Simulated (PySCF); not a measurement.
## Electron correlation in B⁺ (boron, charge +1)

[He] 2s1 3s1, high-spin 3S determinant (an excited configuration). Computed with PySCF 2.14 in dyall-acv3z (15s9p4d2f, 76 functions), with the non-relativistic Hamiltonian (point nucleus). Frozen: nothing; 4 electrons correlated; the 5 highest virtual orbitals of each spin left out.

```
  level  correlation energy (mhartree)
   CCSD                         -54.15
    (T)                          -0.14
CCSD(T)                         -54.29
```

Diagnostics: T1 = 0.0093, D1 = 0.0263, largest double amplitude 0.075.

The outer electron is Rydberg-like, and this basis confines it to a smaller radius and binds it less than a complete one would.

Cost of the coupled-cluster step: of the order of 8 core-seconds, for 4 correlated electrons.

Iterations:

```
CC2 = 0
CCSD nocc = (np.int64(3), np.int64(1)), nmo = (71, 71)
frozen orbitals [[71, 72, 73, 74, 75], [71, 72, 73, 74, 75]]
max_cycle = 100
direct = 0
conv_tol = 1e-08
conv_tol_normt = 1e-06
diis_space = 8
diis_start_cycle = 0
Init t2, MP2 energy = -0.0463925821412903
Init E_corr(UCCSD) = -0.046392582151125
cycle = 1  E_corr(UCCSD) = -0.0507873029683949  dE = -0.00439472082  norm(t1,t2) = 0.034751
cycle = 2  E_corr(UCCSD) = -0.0520914724753493  dE = -0.00130416951  norm(t1,t2) = 0.0228058
cycle = 3  E_corr(UCCSD) = -0.0542007739539885  dE = -0.00210930148  norm(t1,t2) = 0.0151977
cycle = 4  E_corr(UCCSD) = -0.0541255083044636  dE = 7.52656495e-05  norm(t1,t2) = 0.000838744
cycle = 5  E_corr(UCCSD) = -0.0541578559649932  dE = -3.23476605e-05  norm(t1,t2) = 0.000342948
cycle = 6  E_corr(UCCSD) = -0.0541444289028525  dE = 1.34270621e-05  norm(t1,t2) = 7.50834e-05
cycle = 7  E_corr(UCCSD) = -0.0541456946857873  dE = -1.26578293e-06  norm(t1,t2) = 1.59437e-05
cycle = 8  E_corr(UCCSD) = -0.0541454422868131  dE = 2.52398974e-07  norm(t1,t2) = 4.21583e-06
cycle = 9  E_corr(UCCSD) = -0.0541455072540499  dE = -6.49672368e-08  norm(t1,t2) = 1.1225e-06
cycle = 10  E_corr(UCCSD) = -0.0541455457263164  dE = -3.84722665e-08  norm(t1,t2) = 3.15163e-07
cycle = 11  E_corr(UCCSD) = -0.0541455464012282  dE = -6.74911849e-10  norm(t1,t2) = 1.36528e-08
UCCSD converged
E(UCCSD) = -23.75400588815192  E_corr = -0.0541455464012282
UCCSD(T) correction = -0.000136113357281311
```
